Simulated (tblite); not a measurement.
C2H10OS2Si2.
Numbering: `[CH3:1][O:2][Si@H:3]([SH:4])[CH2:5][S:6][SiH3:7]` (hydrogens: H8, H9, H10 on C1; H11 on Si3; H12 on S4; H13, H14 on C5; H15, H16, H17 on Si7)

Computed with GFN2-xTB (tblite), gas phase: L-BFGS steps from a force-field or distance-geometry start until the largest atomic force falls under 0.01 eV/Å.

Step 55: E = -639.1330 eV
```
atom  x, y, z in Å  |  force x, y, z in eV/Å
C1     -1.6572    1.7255   -0.8332   -0.001   0.027  -0.016
O2     -0.6018    0.8000   -0.8270   -0.056   0.000   0.023
Si3    -0.7516   -0.8114   -0.9008   -0.002   0.018   0.028
S4     -2.1815   -1.4830    0.5571   -0.027   0.000  -0.017
C5      0.9722   -1.4801   -0.5031    0.021  -0.007   0.026
S6      1.4054   -1.4156    1.2752    0.027  -0.006   0.002
Si7     1.9868    0.6290    1.5566   -0.003  -0.031  -0.015
H8     -1.9674    1.9251   -1.8604   -0.010  -0.013   0.002
H9     -2.5151    1.3460   -0.2720    0.052   0.003  -0.011
H10    -1.3041    2.6507   -0.3781    0.028  -0.018   0.008
H11    -1.2261   -1.2655   -2.2039    0.009  -0.014   0.009
H12    -1.3139   -2.1217    1.3266    0.004   0.008  -0.008
H13     1.0147   -2.5357   -0.7554    0.000   0.003  -0.031
H14     1.7502   -0.9677   -1.0602   -0.017   0.014   0.002
H15     2.8003    0.5319    2.7563   -0.009   0.028   0.028
H16     0.8190    1.4821    1.7311   -0.005  -0.016  -0.007
H17     2.7632    1.0025    0.3813   -0.009   0.006  -0.025
```

Step 56: E = -639.1336 eV
```
atom  x, y, z in Å  |  force x, y, z in eV/Å
C1     -1.6557    1.7272   -0.8320    0.001   0.027  -0.017
O2     -0.6023    0.7993   -0.8291   -0.054   0.015   0.040
Si3    -0.7515   -0.8122   -0.8964    0.018   0.034  -0.017
S4     -2.1808   -1.4815    0.5592   -0.035  -0.016   0.016
C5      0.9732   -1.4809   -0.5039    0.026  -0.011   0.037
S6      1.4103   -1.4176    1.2734    0.023  -0.020   0.004
Si7     1.9836    0.6280    1.5542    0.000  -0.011  -0.006
H8     -1.9674    1.9271   -1.8587   -0.020  -0.018   0.000
H9     -2.5126    1.3513   -0.2671    0.050  -0.007  -0.019
H10    -1.3008    2.6527   -0.3791    0.043  -0.019   0.011
H11    -1.2230   -1.2664   -2.2004    0.001  -0.021   0.003
H12    -1.3131   -2.1250    1.3257   -0.006   0.012  -0.011
H13     1.0151   -2.5366   -0.7558   -0.003   0.001  -0.035
H14     1.7511   -0.9693   -1.0620   -0.023   0.017   0.000
H15     2.7929    0.5356    2.7575   -0.012   0.029   0.022
H16     0.8116    1.4768    1.7235    0.001  -0.018  -0.006
H17     2.7623    1.0035    0.3809   -0.009   0.006  -0.023
```

Q: Estimate the geometry and energy of step 57. (The exact step hangs on the optimiser's Hessian estimate; all steps are aligned on step 56, rigid shifts and turns removed.)

A: E = -639.1344 eV, largest force 0.077 eV/Å
```
atom  x, y, z in Å  |  force x, y, z in eV/Å
C1     -1.6540    1.7301   -0.8311    0.005   0.020  -0.013
O2     -0.6042    0.7983   -0.8322   -0.035   0.026   0.053
Si3    -0.7515   -0.8133   -0.8916    0.034   0.037  -0.059
S4     -2.1817   -1.4806    0.5611   -0.029  -0.030   0.045
C5      0.9749   -1.4813   -0.5034    0.018  -0.011   0.037
S6      1.4158   -1.4203    1.2724    0.019  -0.037   0.008
Si7     1.9804    0.6264    1.5512    0.006   0.015   0.007
H8     -1.9682    1.9307   -1.8566   -0.028  -0.017  -0.003
H9     -2.5089    1.3579   -0.2616    0.032  -0.017  -0.022
H10    -1.2953    2.6545   -0.3793    0.055  -0.014   0.009
H11    -1.2186   -1.2707   -2.1961   -0.005  -0.024   0.001
H12    -1.3137   -2.1285    1.3248   -0.020   0.017  -0.015
H13     1.0174   -2.5367   -0.7572   -0.007   0.003  -0.037
H14     1.7513   -0.9684   -1.0625   -0.026   0.018  -0.001
H15     2.7853    0.5394    2.7584   -0.017   0.031   0.012
H16     0.8034    1.4703    1.7145    0.009  -0.020  -0.005
H17     2.7606    1.0044    0.3792   -0.011   0.003  -0.017
```

The energy changes by -0.0008 eV. The first-order estimate −F·Δx gives -0.0010 eV and the mean of the old and new forces, exact on a quadratic surface, -0.0007 eV. The step makes an angle of 75° with the force vector and moves no atom by more than 0.014 Å.

The cost below is that of the whole relaxation. On one thread of an Arm Neoverse N1, no GPU, on a shared host, this took 2.1 s wall.
